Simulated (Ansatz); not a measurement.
Geometry optimisation, Ansatz 0.2.0, RKS B3LYP-D4/def2-SVP.

Input file:

```yaml
crystal:
  periodic: [false, false, false]
  atoms:
    - { symbol: C, position_ang: [-0.41545, 0.87203, -0.77697] }
    - { symbol: O, position_ang: [0.56369, 0.00764, -0.15933] }
    - { symbol: As, position_ang: [0.00661, -0.93153, 1.57299] }
    - { symbol: H, position_ang: [-0.01201, 1.21565, -1.73086] }
    - { symbol: H, position_ang: [-1.31079, 0.27718, -0.95933] }
    - { symbol: H, position_ang: [-0.66517, 1.72739, -0.14568] }
    - { symbol: H, position_ang: [1.3759, 0.52128, -0.00783] }
    - { symbol: H, position_ang: [-0.77202, -1.91069, 0.75805] }
    - { symbol: H, position_ang: [1.22923, -1.77894, 1.44895] }
total_charge: 1
basis:
  gaussian: { orbitals: def2-SVP }
hamiltonian:
  xc: b3lyp
  dispersion: d4
relax:
  f_tol: 0.015
  max_steps: 40
```

Launched with:

```bash
$ ansatz run input.yaml --threads 1 --pin off --max-ram 2048MiB --backend cpu --events-out ev --progress --plain --runs-dir out
```

Question: Where does it end, and by what steps?

Answer: The run converged. Limits of this set-up: the dipole of an ion depends on the origin. After 5 steps the energy has fallen by 0.071 eV; O2 moved furthest, 0.09 Å.

| step | energy less start (eV) | largest force component (eV/Å) | accepted |
| --- | --- | --- | --- |
| 0 | 0.0000 | 0.829 | yes |
| 1 | -0.0557 | 0.381 | yes |
| 2 | -0.0675 | 0.144 | yes |
| 3 | -0.0700 | 0.083 | yes |
| 4 | -0.0705 | 0.018 | yes |
| 5 | -0.0706 | 0.006 | yes |

```xyz
9
Properties=species:S:1:pos:R:3
C -0.443 0.900 -0.782
O 0.527 0.041 -0.082
As 0.008 -0.937 1.590
H 0.021 1.201 -1.729
H -1.323 0.275 -0.978
H -0.697 1.768 -0.159
H 1.410 0.452 -0.045
H -0.784 -1.925 0.732
H 1.281 -1.776 1.454
```

Run time: 23 s on 1 thread of Arm Neoverse V1, with other jobs on the host, peak memory 0.18 GiB.
